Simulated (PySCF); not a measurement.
Ground-state electric properties of a mixed set of molecules.

All values: CAM-B3LYP/def2-SVPD (PySCF) at GFN2-xTB geometries, gas phase, one conformer each. Core orbitals are frozen in the response; Δα² is half the sum of the squared differences of the principal polarisabilities.

(1) Rank by dipole moment, lowest first.
A. `[CH2:1]=[C:2]1[O:3][SiH2:4][C@@H:5]([CH:6]([F:7])[F:8])[O:9]1` with Si4–C5–C6–F7 37°
B. `[O:1]=[CH:2][C@@H:3]1[O:4][CH2:5][C@H:6]([F:7])[Si@@H:8]1[F:9]` with O1–C2–C3–O4 -165°, C2–C3–O4–C5 -163°, C3–O4–C5–C6 49°, O4–C5–C6–F7 92°, C5–C6–Si8–F9 115°
C. `[NH2:1][SiH2:2][C:3]#[C:4][C:5]#[C:6][CH:7]=[O:8]` with H–N1–Si2–C3 71° and -70°
D. `[O:1]=[C:2]1[CH2:3][O:4][C@@H:5]([SiH2:6][F:7])[C@H:8]1[F:9]` with O4–C5–Si6–F7 -173°, O1–C2–C3–O4 177°, C2–C3–O4–C5 23°, C3–O4–C5–Si6 -156°, O4–C5–C8–F9 -88°
E. `[O:1]=[CH:2][O:3][C@@:4]1([F:5])[SiH2:6][CH2:7][C@H:8]1[F:9]` with O1–C2–O3–C4 -3°, C2–O3–C4–F5 -103°, O3–C4–Si6–C7 140°, C4–Si6–C7–C8 -17°, Si6–C7–C8–F9 -93°, O3–C4–C8–C7 -146°

(2) Rank by HOMO energy, lowest first.
A. `C=C1O[SiH2][C@@H](C(F)F)O1`
B. `N[SiH2]C#CC#CC=O`
C. `O=C[C@@H]1OC[C@H](F)[Si@@H]1F`
D. `O=CO[C@@]1(F)[SiH2]C[C@H]1F`

(3) Rank by HOMO–LUMO gap, lowest first.
A. `O=C(O)/C=C(/F)C[SiH2]F`
B. `O=CO[C@@]1(F)[SiH2]C[C@H]1F`
C. `N[SiH2]C#CC#CC=O`
D. `O=C[C@@H]1OC[C@H](F)[Si@@H]1F`
E. `C=C1O[SiH2][C@@H](C(F)F)O1`

Answers

(1) E (0.42 D), A (1.85 D), D (2.51 D), C (3.14 D), B (4.21 D).

(2) D (-9.41 eV), C (-9.23 eV), B (-9.04 eV), A (-7.82 eV).

(3) C (7.34 eV), E (8.25 eV), A (8.72 eV), D (9.06 eV), B (9.80 eV).

All values together:

```
                       SMILES     formula  μ (D)  HOMO (eV)  LUMO (eV)  α (Å³)  Δα (Å³)  electrons  α per electron (Å³)
             N[SiH2]C#CC#CC=O    C5H5NOSi   3.14      -9.04      -1.70   16.57    19.43         64                0.259
  O=CO[C@@]1(F)[SiH2]C[C@H]1F  C4H6F2O2Si   0.42      -9.41       0.38   11.38     2.51         78                0.146
   C=C1O[SiH2][C@@H](C(F)F)O1  C4H6F2O2Si   1.85      -7.82       0.43   11.76     4.41         78                0.151
 O=C1CO[C@@H]([SiH2]F)[C@H]1F  C4H6F2O2Si   2.51      -9.30      -0.69   11.14     3.52         78                0.143
O=C[C@@H]1OC[C@H](F)[Si@@H]1F  C4H6F2O2Si   4.21      -9.23      -0.17   11.27     3.04         78                0.144
       O=C(O)/C=C(/F)C[SiH2]F  C4H6F2O2Si   1.75      -9.21      -0.50   12.11     5.31         78                0.155
```

Conformers: `[NH2:1][SiH2:2][C:3]#[C:4][C:5]#[C:6][CH:7]=[O:8]` with H–N1–Si2–C3 71° and -70°; `[O:1]=[CH:2][O:3][C@@:4]1([F:5])[SiH2:6][CH2:7][C@H:8]1[F:9]` with O1–C2–O3–C4 -3°, C2–O3–C4–F5 -103°, O3–C4–Si6–C7 140°, C4–Si6–C7–C8 -17°, Si6–C7–C8–F9 -93°, O3–C4–C8–C7 -146°; `[CH2:1]=[C:2]1[O:3][SiH2:4][C@@H:5]([CH:6]([F:7])[F:8])[O:9]1` with Si4–C5–C6–F7 37°; `[O:1]=[C:2]1[CH2:3][O:4][C@@H:5]([SiH2:6][F:7])[C@H:8]1[F:9]` with O4–C5–Si6–F7 -173°, O1–C2–C3–O4 177°, C2–C3–O4–C5 23°, C3–O4–C5–Si6 -156°, O4–C5–C8–F9 -88°; `[O:1]=[CH:2][C@@H:3]1[O:4][CH2:5][C@H:6]([F:7])[Si@@H:8]1[F:9]` with O1–C2–C3–O4 -165°, C2–C3–O4–C5 -163°, C3–O4–C5–C6 49°, O4–C5–C6–F7 92°, C5–C6–Si8–F9 115°; `[O:1]=[C:2]([OH:3])/[CH:4]=[C:5](/[F:6])[CH2:7][SiH2:8][F:9]` with O1–C2–O3–H 0°, O1–C2–C4–C5 6°, C4–C5–C7–Si8 -87°, C5–C7–Si8–F9 -171°.

Question: How closely does the mean polarisability follow the number of electrons in this set?

Answer: The correlation coefficient is -0.99; α per electron runs from 0.143 to 0.259 Å³.
